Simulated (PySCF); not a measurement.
Run record: geometry optimisation, `F[Si@@H]1[SiH2][CH2][GeH2]1`.

Method: PBE0-D3(BJ)/def2-SVP geometry optimisation, gas phase (PySCF 2.14.0). Start geometry: GFN2-xTB. The command runs a driver script over a list of jobs; the input below is this job's line of settings and its coordinates in Å.

Command:
```bash
OMP_NUM_THREADS=1 python probes_run.py task.json out
```

Input:
```
{"job": {"xc": "PBE0", "basis": "def2-SVP", "d3": "d3bj", "grid": 1, "shake": 0.01, "kind": "geom"}, "charge": 0, "multiplicity": 1}
F     -0.558880     2.788710    -0.277120
Si    -0.337000     1.346910    -0.940350
Si    -1.499320    -0.408660     0.079150
C      0.230690    -1.147390     0.667160
Ge     1.519990     0.224880     0.007490
H     -0.296310     1.701970    -2.357820
H     -2.196820    -1.317350    -0.808430
H     -2.350310    -0.083170     1.209140
H      0.233280    -1.285410     1.769080
H      0.371820    -2.136920     0.250260
H      2.325290     0.741760     1.204810
H      2.597270    -0.453600    -0.812390
```

Output:
```
step   0  E = -2796.98871930  max force = 0.034045
step   1  E = -2796.99766445  max force = 0.006870
step   2  E = -2796.99886729  max force = 0.002878
step   3  E = -2796.99913682  max force = 0.001163
step   4  E = -2796.99918079  max force = 0.000763
step   5  E = -2796.99921302  max force = 0.000777
step   6  E = -2796.99923700  max force = 0.000881
step   7  E = -2796.99928216  max force = 0.001236
step   8  E = -2796.99934830  max force = 0.001256
step   9  E = -2796.99956767  max force = 0.001107
step  10  E = -2796.99963051  max force = 0.000681
step  11  E = -2796.99973061  max force = 0.001040
step  12  E = -2796.99980159  max force = 0.001409
step  13  E = -2797.00000241  max force = 0.001952
step  14  E = -2797.00020407  max force = 0.002520
step  15  E = -2797.00042258  max force = 0.002346
step  16  E = -2797.00067161  max force = 0.001437
step  17  E = -2797.00076186  max force = 0.001634
step  18  E = -2797.00084310  max force = 0.001052
step  19  E = -2797.00087223  max force = 0.000642
step  20  E = -2797.00089641  max force = 0.000521
step  21  E = -2797.00090668  max force = 0.000362
optimisation converged
```

Energies in Eh; «max force» is the largest Cartesian gradient component in Eh/bohr.

Give the first gradient maximum in eV/Å.

With 1 Eh/bohr = 51.422 eV/Å, 1.751 eV/Å.

How much energy does the optimisation release, in eV?

E(step 0) − E(last step) = 0.012187 Eh, which is 0.332 eV.

Summary of the converged run: final energy -2797.00091 Eh after 21 steps; dipole 1.90 D.

Estimate the wall time. Hardware: one thread of an Arm Neoverse V1, shared host with 32 logical CPUs at a one-minute load of 38. And the peak memory of the process?

About 3.2 min, with 0.51 GiB resident at the peak, the Python interpreter and its libraries included.
Labels such as C1 count atoms from 1, the log's own numbers from 0.
